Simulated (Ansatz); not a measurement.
**Worked example: CH7FSi2 + Si2H3F2 → SiH2(CH3)(SiH2) + Si2H3F3**

Species: CH7FSi2 `C[SiH2][SiH2]F`, singlet; Si2H3F2 `F[SiH][SiH2]F`, doublet; SiH2(CH3)(SiH2), doublet; Si2H3F3 `F[SiH2][SiH](F)F`, singlet. A radical takes F: the energy is the difference in strength between two Si–F bonds in different surroundings.

Shapes, held fixed at every level: PBE0-D4/def2-TZVP. Flexible molecules stand in one conformer, not always the lowest. Programs: Ansatz 0.2.0. Electronic energies: no zero-point or thermal term.

At CCSD(T)/CBS estimate; 1 Eh = 2625.50 kJ/mol:

| species | energy (Eh) |
| --- | --- |
| CH7FSi2 | -720.276532 |
| Si2H3F2 | -779.603528 |
| SiH2(CH3)(SiH2) | -620.369631 |
| Si2H3F3 | -879.524197 |

Q: Work out ΔE of the reaction at this level.

A: 
1. Products less reactants: (-620.369631) + (-879.524197) − [(-720.276532) + (-779.603528)] = -0.013768 Eh = -36.1 kJ/mol.

Other levels give -38.6 (CCSD/def2-TZVPP) to -31.0 kJ/mol (B3LYP-D4/def2-TZVPP). No measured value is set beside it here. Open shells run unrestricted. The CBS estimate extrapolates MP2 from def2-TZVPP and def2-QZVPP and adds CCSD(T) − MP2 in the triple-zeta set, cores frozen.
